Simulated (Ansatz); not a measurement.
Stepwise reaction of `SB(S)S` with hydrogen fluoride, as a gas-phase model of exchange steps in deposition or etching. ΔE in kJ/mol; ΔG adds harmonic PBE0-D4 terms to CCSD(T)/CBS, at 1 bar.

Isolated molecules relaxed with PBE0-D4/def2-TZVP in Ansatz; ΔE leaves out vibrations. CCSD(T)/CBS adds triple-zeta CCSD(T) − MP2 to the extrapolated MP2 energy (def2 sets, frozen cores). This one scheme is used for every species. Functionals use def2-TZVPP. B3LYP here is the variant with VWN-RPA as its local correlation; programs differ in this. Each species was taken in one conformer, which may not be the lowest.

```json
{"step": "1", "reaction": "`SB(S)S` + H–F → `FB(S)S` + H₂S", "PBE-D4": "-54.3", "B3LYP-D4": "-65.8", "ωB97M-V": "-67.7", "CCSD(T)/CBS": "-54.7", "ΔG(400 K)": "-61.2"}
{"step": "2", "reaction": "`FB(S)S` + H–F → `FB(F)S` + H₂S", "PBE-D4": "-69.2", "B3LYP-D4": "-82.1", "ωB97M-V": "-83.2", "CCSD(T)/CBS": "-75.0", "ΔG(400 K)": "-85.3"}
{"step": "3", "reaction": "`FB(F)S` + H–F → `FB(F)F` + H₂S", "PBE-D4": "-67.4", "B3LYP-D4": "-80.8", "ωB97M-V": "-80.7", "CCSD(T)/CBS": "-76.3", "ΔG(400 K)": "-79.7"}
```

Task: By hand: ΔE of the 3 steps together at CCSD(T)/CBS.

Result: (-54.7) + (-75.0) + (-76.3) = -206.0 kJ/mol, or -68.7 kJ/mol a step.

In ΔE step 3 is the lowest and step 1 the highest. All are downhill at CCSD(T)/CBS. ΔG lies between -85.3 and -61.2 kJ/mol a step. PBE-D4 differs from CCSD(T)/CBS by 0.4 to 8.9 kJ/mol a step. Isolated molecules leave out the surface, adducts and barriers. Largest T1 diagnostic: 0.013.
